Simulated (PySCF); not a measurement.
**[Rb3O]+, singlet: computed properties**

Computed with PBE0 in PySCF with O def2-TZVP, Rb def2-TZVP with ECP28; scalar-relativistic core potentials, no spin–orbit coupling; density-fitted integrals.

The structure is a minimum.

```xyz
4
charge 1 multiplicity 1, angstrom
O     0.0000    0.0000    0.0000
Rb    0.0024    0.0000    2.5084
Rb    2.1711    0.0000   -1.2563
Rb   -2.1735    0.0000   -1.2521
```

| Item | Value |
| --- | --- |
| Point group | D3h |
| Bond lengths | O–Rb 2.508 Å (×3), Rb–Rb 4.345 Å (×3) |
| Bond angles | O–Rb–Rb 30.0° (×6), Rb–O–Rb 120.0° (×3), Rb–Rb–Rb 60.0° (×3) |
| Rotational constants | 0.02104, 0.02104, 0.01052 cm⁻¹ |
| Rotational symmetry number | 6 |
| Highest occupied level | -6.88 eV |
| Enthalpy at 298.15 K above 0 K | 19.37 kJ/mol |
| Principal polarisabilities | 65.4, 103.9, 103.9 bohr³ |
| Principal quadrupole moments (Buckingham, traceless) about the centre of mass | -34.92, 17.46, 17.46 D Å |
| Entropy at 298.15 K and 1 bar | 367.7 J/(mol K) |
| Lowest empty level | -3.77 eV |
| Zero-point energy | 6.9 kJ/mol |
| Dipole moment about the centre of mass | 0.00 D |
| Heat capacity Cp at 298.15 K | 78.5 J/(mol K) |

Harmonic modes (masses in u: O 15.995, Rb 84.912):
| symmetry | ω (cm⁻¹) | IR (km/mol, summed over degenerate members) |
| --- | --- | --- |
| e' | 60 | 5.9 |
| a1' | 137 | 0.0 |
| a2'' | 152 | 91.5 |
| e' | 377 | 379 |

In D3h the vibrations span 2e' + a1' + a2''. The a1' mode carries no infrared intensity, as symmetry demands.

Charges (e):
```
   atom  Mulliken  Löwdin  polar tensor  Mayer order to O1
     O1     -1.25   -0.99         -1.48                  –
Rb2,3,4      0.75    0.66          0.83               0.41
```

Mulliken populations on O1: s 3.96, p 5.29, d 0.00, f 0.00.

Only a few start shapes were tried, so a lower isomer may exist.

The final relaxation and frequency run took roughly 90 core-seconds on a shared host.
